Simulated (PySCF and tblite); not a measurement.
Values are calculated unless marked as measured or tabulated.
Stationary points of 1-bromo-2-chloro-1,1,2-trifluoroethane at PBE0-D3(BJ)/def2-SVP, in Å:

Structure A

```
 1 F    -1.225   -1.143   -0.667
 2 C    -0.808   -0.096    0.060
 3 Cl   -1.234   -0.336    1.748
 4 C     0.721    0.123   -0.233
 5 F     0.827    1.296   -0.866
 6 F     1.140   -0.826   -1.059
 7 Br    1.899    0.163    1.300
 8 H    -1.319    0.817   -0.282
```

Structure B

```
 1 F    -0.931   -1.485   -0.001
 2 C    -0.779   -0.155    0.032
 3 Cl   -1.332    0.506    1.565
 4 C     0.693    0.192   -0.232
 5 F     0.845    1.512   -0.218
 6 F     1.003   -0.249   -1.452
 7 Br    1.883   -0.620    1.056
 8 H    -1.373    0.309   -0.773
```

Structure C

```
 1 F    -1.411   -0.480   -1.020
 2 C    -0.782   -0.027    0.080
 3 Cl   -1.071   -1.109    1.438
 4 C     0.716    0.067   -0.252
 5 F     0.846    0.815   -1.347
 6 F     1.222   -1.131   -0.502
 7 Br    1.696    0.903    1.198
 8 H    -1.161    0.973    0.340
```

The path came from a restrained scan, a climbing-image band and a saddle search at GFN2-xTB; energies are CAM-B3LYP/pcSseg-1 + D3(BJ)//PBE0-D3(BJ)/def2-SVP, thermal terms GFN2-xTB.

**Question.** Which structure is a saddle point, and along which motion?

**Answer.** A: one imaginary mode (47i cm⁻¹ at GFN2-xTB, mostly on F1, Cl3, F6), along the rotation about the C2–C4 bond (torsion F1–C2–C4–F5 from 179° to 54°, falling).

**Question.** Give their symmetry and energies above the lowest.

**Answer.** A C1, 6.8 kcal/mol; B C1, 0.0 kcal/mol; C C1, 0.9 kcal/mol.

Spin–orbit effects of heavy atoms on shieldings are missing.
